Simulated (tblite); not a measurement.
Species: C5H13B2N.
Numbering: `[BH2:1][C@@H:2]([BH:3][NH:4][CH3:5])[CH:6]1[CH2:7][CH2:8]1` (hydrogens: H9, H10 on B1; H11 on C2; H12 on B3; H13 on N4; H14, H15, H16 on C5; H17 on C6; H18, H19 on C7; H20, H21 on C8)

Computed with GFN2-xTB (tblite), gas phase: L-BFGS steps from a force-field or distance-geometry start until the largest atomic force falls under 0.01 eV/Å.

At the end of the run (lengths in Å): B3–N4 1.378, B3–H12 1.172, N4–H13 1.011, C2–C6 1.516, B1–C2 1.558, C8–H21 1.080, C5–H14 1.087, B1–C2–B3 102.0°, B3–N4–C5 127.9°, B3–C2–C6 111.5°, B1–C2–C6 115.9°, B1–C2–B3–N4 -85°, C2–B3–N4–C5 180°, B1–C2–C6–C7 162°, H13–N4–B3–C2 1°, H13–N4–C5–H14 178°.

Task: These geometries were met on the way; a selection of coordinates is given. Order them by energy above the end point, lowest first.
A. B3–N4 1.518, B3–H12 1.182, N4–H13 1.049, C2–C6 1.529, B1–C2 1.597, C8–H21 1.118, C5–H14 1.125, B1–C2–B3 109.3°, B3–N4–C5 110.8°, B3–C2–C6 110.3°, B1–C2–C6 110.2°, B1–C2–B3–N4 -122°, C2–B3–N4–C5 -116°, B1–C2–C6–C7 155°, H13–N4–B3–C2 125°, H13–N4–C5–H14 57°
B. B3–N4 1.378, B3–H12 1.249, N4–H13 1.063, C2–C6 1.565, B1–C2 1.570, C8–H21 1.091, C5–H14 1.087, B1–C2–B3 129.3°, B3–N4–C5 118.2°, B3–C2–C6 101.5°, B1–C2–C6 105.1°, B1–C2–B3–N4 -115°, C2–B3–N4–C5 -126°, B1–C2–C6–C7 151°, H13–N4–B3–C2 30°, H13–N4–C5–H14 135°
C. B3–N4 1.392, B3–H12 1.180, N4–H13 1.009, C2–C6 1.522, B1–C2 1.576, C8–H21 1.075, C5–H14 1.090, B1–C2–B3 128.0°, B3–N4–C5 126.2°, B3–C2–C6 100.4°, B1–C2–C6 114.6°, B1–C2–B3–N4 -110°, C2–B3–N4–C5 -155°, B1–C2–C6–C7 150°, H13–N4–B3–C2 14°, H13–N4–C5–H14 149°
D. B3–N4 1.386, B3–H12 1.172, N4–H13 1.007, C2–C6 1.536, B1–C2 1.571, C8–H21 1.082, C5–H14 1.090, B1–C2–B3 126.7°, B3–N4–C5 122.0°, B3–C2–C6 101.2°, B1–C2–C6 109.9°, B1–C2–B3–N4 -111°, C2–B3–N4–C5 -134°, B1–C2–C6–C7 151°, H13–N4–B3–C2 14°, H13–N4–C5–H14 145°
E. B3–N4 1.377, B3–H12 1.171, N4–H13 1.008, C2–C6 1.523, B1–C2 1.555, C8–H21 1.078, C5–H14 1.088, B1–C2–B3 123.9°, B3–N4–C5 125.9°, B3–C2–C6 105.2°, B1–C2–C6 114.6°, B1–C2–B3–N4 -116°, C2–B3–N4–C5 -169°, B1–C2–C6–C7 155°, H13–N4–B3–C2 3°, H13–N4–C5–H14 166°

Result: E (0.250 eV), C (0.405 eV), D (0.669 eV), B (1.079 eV), A (1.772 eV).

```csv
step,E above end (eV),"rms distance from the end, all atoms (Å)",largest force (eV/Å),rms shift of all bonds from the end (Å)
46,0.250,0.730,0.258,0.006
36,0.405,0.812,0.332,0.009
29,0.669,0.869,0.506,0.010
19,1.079,0.925,1.925,0.026
0,1.772,1.014,1.539,0.039
```

Rows stand in the order of the answer.
